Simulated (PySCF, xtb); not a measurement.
SiHF₂Br, SMILES F[SiH](Br)F.

Harmonic wavenumbers (cm⁻¹) from GFN2-xTB in xtb at its own minimum, in rising order: 156, 186, 260, 472, 621, 654, 866, 919, 2551.

Q: What does ωB97X-D3(BJ)/def2-SVP (PySCF 2.14.0) give at its own minimum? (The exact figures need the calculation; the answer reports its results.)

A: 199, 237, 345, 483, 829, 838, 900, 995, 2379. Paired by order, the mean absolute difference is 96 cm⁻¹ and the zero-point energies are 9.6 and 10.3 kcal/mol.
